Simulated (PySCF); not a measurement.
C$_{2}$H$_{6}$Zn, triplet, geometry from GFN2-xTB (such geometries of metal compounds can be far from the true shape) (a higher spin typed on purpose: for a closed-shell molecule this is an excited state). Base run: DF-CAMB3LYP/3-21G in PySCF.

The PySCF input:
```python
from pyscf import gto, scf, dft

mol = gto.M(
    atom='''
Zn    0.19054193   -0.64890903    0.11807146
C     0.92061324    1.19842274   -1.15616563
H     1.93030660    0.91575429   -1.41543436
H     0.87661335    2.09130864   -0.55620088
H     0.26322321    1.23423769   -2.01028096
C    -1.51792361    0.83577561    0.78603551
H    -2.24851058    0.16792023    1.21825567
H    -1.89189007    1.36631469   -0.07292682
H    -1.06213831    1.48654517    1.51522418
''',
    basis='3-21g',
    spin=2,
    verbose=4,
)

mf = dft.UKS(mol)
mf.xc = 'camb3lyp'
mf = mf.density_fit(auxbasis='def2-universal-jkfit')
mf.kernel()
mf.analyze()
```

The base run was repeated with changes; each row names its change, and settings that it needs were set with it.

```json
[
 {"change": "base", "basis functions": "57", "E (Eh)": "-1849.82767", "HOMO (eV)": "-5.69", "dipole (D)": "1.09", "core-seconds (rough)": "6", "outcome": "converged"},
 {"change": "basis = STO-3G", "basis functions": "34", "E (Eh)": "-", "HOMO (eV)": "-", "dipole (D)": "-", "core-seconds (rough)": "-", "outcome": "not converged"},
 {"change": "basis = LANL2DZ", "basis functions": "48", "E (Eh)": "-145.17557", "HOMO (eV)": "-5.62", "dipole (D)": "1.16", "core-seconds (rough)": "8", "outcome": "converged"},
 {"change": "basis = pcseg-0", "basis functions": "54", "E (Eh)": "-1854.98979", "HOMO (eV)": "-5.62", "dipole (D)": "0.21", "core-seconds (rough)": "7", "outcome": "converged"},
 {"change": "basis = 6-31G", "basis functions": "57", "E (Eh)": "-1858.78753", "HOMO (eV)": "-5.71", "dipole (D)": "1.34", "core-seconds (rough)": "7", "outcome": "converged"},
 {"change": "basis = def2-SV(P)", "basis functions": "64", "E (Eh)": "-1858.80960", "HOMO (eV)": "-5.78", "dipole (D)": "0.69", "core-seconds (rough)": "7", "outcome": "converged"},
 {"change": "basis = pc-1", "basis functions": "89", "E (Eh)": "-1859.06336", "HOMO (eV)": "-5.90", "dipole (D)": "0.47", "core-seconds (rough)": "10", "outcome": "converged"},
 {"change": "basis = pcseg-1", "basis functions": "89", "E (Eh)": "-1858.93682", "HOMO (eV)": "-5.91", "dipole (D)": "0.59", "core-seconds (rough)": "10", "outcome": "converged"},
 {"change": "basis = cc-pVDZ", "basis functions": "101", "E (Eh)": "-1859.18437", "HOMO (eV)": "-5.96", "dipole (D)": "1.29", "core-seconds (rough)": "10", "outcome": "converged"},
 {"change": "basis = aug-pcseg-1", "basis functions": "147", "E (Eh)": "-1858.94458", "HOMO (eV)": "-6.03", "dipole (D)": "1.06", "core-seconds (rough)": "20", "outcome": "converged"},
 {"change": "basis = def2-TZVPD", "basis functions": "179", "E (Eh)": "-1859.18363", "HOMO (eV)": "-6.03", "dipole (D)": "1.05", "core-seconds (rough)": "20", "outcome": "converged"},
 {"change": "basis = pc-2", "basis functions": "200", "E (Eh)": "-1859.23087", "HOMO (eV)": "-6.00", "dipole (D)": "0.76", "core-seconds (rough)": "20", "outcome": "converged"},
 {"change": "basis = def2-TZVPP", "basis functions": "210", "E (Eh)": "-1859.18543", "HOMO (eV)": "-6.02", "dipole (D)": "1.09", "core-seconds (rough)": "30", "outcome": "converged"}
]
```

Totals compare only among sets that treat the same electrons; sets with core potentials leave the core out.

Open shells are given as the SCF converged; they aren't shown to be the lowest states, and a large step between rows can be another state.
